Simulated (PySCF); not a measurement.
C4H7B (SMILES C#CB(C)C), singlet, at a GFN2-xTB geometry; PBE0/6-31G, TDA (PySCF).

PySCF was given this input:
```python
from pyscf import gto, scf, dft, tdscf

mol = gto.Mole()
mol.atom = '''
    B     0.34076110    0.18818735    0.03269044
    C    -0.97564887   -0.53823971   -0.09541875
    C    -2.02742428   -1.11816412   -0.19794513
    H    -2.94531271   -1.62470556   -0.28761687
    C     0.51115663    1.60374542   -0.64336397
    H     1.54636061    1.84920129   -0.86968579
    H     0.15446865    2.36374043    0.05372474
    H    -0.07782584    1.72064572   -1.55061031
    C     1.51695432   -0.48485765    0.84121638
    H     2.25177687    0.22863600    1.20712024
    H     2.04638986   -1.16908112    0.17623829
    H     1.17011034   -1.08427711    1.68044628
'''
mol.basis = '6-31g'
mol.verbose = 3
mol.build()

mf = dft.RKS(mol)
mf.xc = 'pbe0'
mf.kernel()
td = mf.TDA()
td.nstates = 10
td.kernel()
td.analyze()
```

Problem. Write the output that PySCF gives for this input, abridged.

Solution. 
```
converged SCF energy = -181.165479754349
Excitation energies (eV)
[4.59360285 6.12786355 6.36196962 6.7995728  7.71471596 8.36807486
 8.55565541 9.01168774 9.13472519 9.14408502]

** Singlet excitation energies and oscillator strengths **
Excited State   1:      4.59360 eV    269.91 nm  f=0.0000
Excited State   2:      6.12786 eV    202.33 nm  f=0.0881
Excited State   3:      6.36197 eV    194.88 nm  f=0.0033
Excited State   4:      6.79957 eV    182.34 nm  f=0.0034
Excited State   5:      7.71472 eV    160.71 nm  f=0.0002
Excited State   6:      8.36807 eV    148.16 nm  f=0.0016
Excited State   7:      8.55566 eV    144.91 nm  f=0.1497
Excited State   8:      9.01169 eV    137.58 nm  f=0.7037
Excited State   9:      9.13473 eV    135.73 nm  f=0.0001
Excited State  10:      9.14409 eV    135.59 nm  f=0.0067
```
